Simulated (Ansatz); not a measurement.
## Relative stability

Two relaxed structures of LiAlIF, singlet (PBE0-D4/def2-TZVP; forces vanish, vibrations not checked).

A:

```tsv
atom	x (Å)	y (Å)	z (Å)
Li1	1.0292	-1.7247	1.5836
Al2	-0.2163	-0.0689	0.0211
F3	-1.8412	0.0414	-0.3351
I4	1.0283	1.7523	-1.2697
```

B:

Li1  (-2.935, -0.472, 0.620)
Al2  (-0.528, 0.091, 0.120)
F3  (-2.159, 0.621, -0.473)
I4  (1.122, 1.480, -1.249)
(Å)

Program: Ansatz 0.2.0. Basis: def2-TZVPP. Cores are frozen in the correlated methods. Filled d shells of the heavier atoms are correlated. Core potentials replace the inner electrons of the atoms past krypton. The outer core shell of Li, Na, Mg and K is correlated. The def2 sets are not built for correlating such inner shells, so the correlated values are less sure here. B3LYP uses VWN-RPA correlation.

Task: Which structure is lower at CCSD(T), and by how much? (Judge from chemistry; the value comes from the calculation.)

Result: By the calculation: B, by 4.59 kcal/mol (electronic energy, against the other). By their contacts, A is LiAlIF ([Li][Al]([F])[I]) and B is LiAlIF ([I][Al]1[Li][F]1).

All methods give the same order:

```
   method  E(B) − E(A) (kcal/mol)
   PBE-D4                   -6.49
r2SCAN-D4                   -5.25
  PBE0-D4                   -5.08
 B3LYP-D4                   -6.34
  wB97M-V                   -6.78
       HF                   -1.47
      MP2                   -4.32
     CCSD                   -4.14
  CCSD(T)                   -4.59
```

T1 diagnostic: at most 0.011. The restricted Hartree–Fock reference is unstable towards an unrestricted one at one or more of these structures.

Labels in which every atom is bracketed show which atoms are joined, not bond orders.

For scale, one of the runs: CCSD(T)/def2-TZVPP, 142 basis functions, launched by `ansatz run in.yaml --threads 2 --pin off --events-out ev --progress --plain --max-ram 4352MiB`. Hardware: 2 CPU threads of an Arm Neoverse V1, shared host. Wall time 37 s; peak host memory 0.97 GiB.
